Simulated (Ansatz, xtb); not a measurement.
**Relative energy of two isomers of CH2FTe+**

Structure I is `C=[Te+]F`, a singlet and structure II is `[H]/[Te+]=C\F`, a singlet. Both are isolated ions in the gas phase, relaxed with B3LYP-D4/def2-TZVP.

I (Å):

```xyz
5

C    -0.2327    0.9533   -0.1575
F     2.1532    0.1324    1.1776
Te    1.0844   -0.4641   -0.2339
H    -0.1556    1.7487    0.5792
H    -1.0630    0.9590   -0.8583
```

II (Å):

```json
{"atom": "C", "x (Å)": "0.4351", "y (Å)": "-0.2077", "z (Å)": "-0.3062"}
{"atom": "F", "x (Å)": "0.1123", "y (Å)": "0.7179", "z (Å)": "-1.1299"}
{"atom": "Te", "x (Å)": "0.2851", "y (Å)": "-0.0295", "z (Å)": "1.6822"}
{"atom": "H", "x (Å)": "-0.3076", "y (Å)": "1.5236", "z (Å)": "1.5455"}
{"atom": "H", "x (Å)": "0.8057", "y (Å)": "-1.1200", "z (Å)": "-0.7755"}
```

Problem. Which of the two would you expect CCSD(T)/def2-TZVPP electronic energies to favour?

Solution. Structure I; the calculation gives E(II) − E(I) = +7.4 kcal/mol.

Level by level:

```json
{"level": "GFN2-xTB", "geometry": "GFN2-xTB", "E(II) − E(I) (kcal/mol)": "+2.5", "departure from the last row (kcal/mol)": "−4.9", "job, with rough time for the two": "optimisation, 0.12 s"}
{"level": "HF/STO-3G", "geometry": "GFN2-xTB", "E(II) − E(I) (kcal/mol)": "−28.0", "departure from the last row (kcal/mol)": "−35.4", "job, with rough time for the two": "single point, 0.4 s"}
{"level": "r2SCAN-D4/def2-SVP", "geometry": "GFN2-xTB", "E(II) − E(I) (kcal/mol)": "−3.0", "departure from the last row (kcal/mol)": "−10.4", "job, with rough time for the two": "single point, 1.9 s"}
{"level": "B3LYP-D4/def2-TZVP", "geometry": "B3LYP-D4/def2-TZVP", "E(II) − E(I) (kcal/mol)": "+7.0", "departure from the last row (kcal/mol)": "−0.4", "job, with rough time for the two": "optimisation, 19 s"}
{"level": "HF/def2-TZVPP", "geometry": "B3LYP-D4/def2-TZVP", "E(II) − E(I) (kcal/mol)": "+4.6", "departure from the last row (kcal/mol)": "−2.8", "job, with rough time for the two": "part of the CCSD(T) run"}
{"level": "MP2/def2-TZVPP", "geometry": "B3LYP-D4/def2-TZVP", "E(II) − E(I) (kcal/mol)": "+7.4", "departure from the last row (kcal/mol)": "0.0", "job, with rough time for the two": "part of the CCSD(T) run"}
{"level": "CCSD(T)/def2-TZVPP", "geometry": "B3LYP-D4/def2-TZVP", "E(II) − E(I) (kcal/mol)": "+7.4", "departure from the last row (kcal/mol)": "", "job, with rough time for the two": "single point, 57 s"}
```

As drawn, II has 1 Te–H, 1 C–F in place of 1 F–Te, 1 C–H.

HF/STO-3G, r2SCAN-D4/def2-SVP put the two in the other order. The largest departure from CCSD(T)/def2-TZVPP is that of HF/STO-3G, 35.4 kcal/mol.

With harmonic frequencies from B3LYP-D4/def2-TZVP (ideal gas, rigid rotor, one conformer each, 298.15 K, 1 atm): the zero-point term adds −1.0 kcal/mol; ΔH is +6.4 and ΔG +6.5 kcal/mol.

The T1 diagnostic of structures I and II is large, so the coupled-cluster value is less sure. The correlated steps freeze 6 core orbitals; the filled d shell of Te is correlated, in a basis made for valence electrons. Atoms past krypton carry core potentials in the def2 sets, other sets are all-electron and non-relativistic, and no spin–orbit term is included. Run with Ansatz 0.2.0, xtb 6.7.1; the last row on 2 threads of Arm Neoverse V2 on a shared host.
